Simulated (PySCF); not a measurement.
## Magnetisability: SMILES CN(C)/C=C/CN, C₅H₁₂N₂

Geometry (Å), atoms numbered from 1 in this order:
```xyz
19

C    -2.1184    1.2623    0.9775
N    -1.4290    0.0912    0.4932
C    -1.9969   -0.4888   -0.6985
C    -0.0582    0.0544    0.6517
C     0.8273   -0.6312   -0.0688
C     2.2855   -0.6809    0.2661
N     3.0722   -0.3191   -0.9105
H    -1.6789    1.5810    1.9212
H    -3.1677    1.0169    1.1498
H    -2.0718    2.1018    0.2692
H    -1.7335    0.0702   -1.6066
H    -1.6429   -1.5127   -0.8038
H    -3.0822   -0.5047   -0.6014
H     0.2814    0.6089    1.5187
H     0.5520   -1.1895   -0.9479
H     2.4867   -0.0360    1.1396
H     2.5728   -1.7055    0.5336
H     4.0627   -0.3285   -0.6909
H     2.8291    0.6194   -1.2113
```

Level of theory: GIAO B97-2/pcSseg-1 magnetisability, rotational g tensor and spin-rotation constants, non-relativistic, gas phase (PySCF). Geometry: GFN2-xTB.

**Question.** What are the magnetisability and the molar susceptibility?

**Answer.** Isotropic -1208 × 10⁻³⁰ J/T², or -72.8 × 10⁻⁶ cm³/mol; principal values -1309, -1206, -1111 × 10⁻³⁰ J/T², anisotropy 172 × 10⁻³⁰ J/T² (root of half the summed squared differences of the principal values). The susceptibility is in cgs units.

**Question.** Split it along the inertial axes a, b, c into diamagnetic and paramagnetic parts about the centre of mass, with the quadrupole moment.

**Answer.** 
```
axis  χ (10⁻⁶ cm³/mol)  diamagnetic (10⁻⁶ cm³/mol)  paramagnetic (10⁻⁶ cm³/mol)  summed x² of all electrons (Å²)  quadrupole Θ (D Å)
   a             -71.7                      -307.7                        236.0                            257.7               +4.11
   b             -68.2                     -1195.6                       1127.3                             48.4               -0.04
   c             -78.4                     -1298.6                       1220.2                             24.1               -4.08
```
Anisotropies 2χaa − χbb − χcc = +3.1 and 2χbb − χaa − χcc = +13.6 × 10⁻⁶ cm³/mol. Θ is traceless in Buckingham's convention.

**Question.** And the rotational g tensor?

**Answer.** 
```
axis  rotational constant (GHz)        g  nuclear part  electronic part
   a                     6.4148  -0.0232        0.6879          -0.7111
   b                     1.1310  -0.0046        0.5944          -0.5990
   c                     1.0422  +0.0018        0.5993          -0.5975
```
Asymmetric top; isotopes 12C, 1H, 14N; no vibrational averaging.
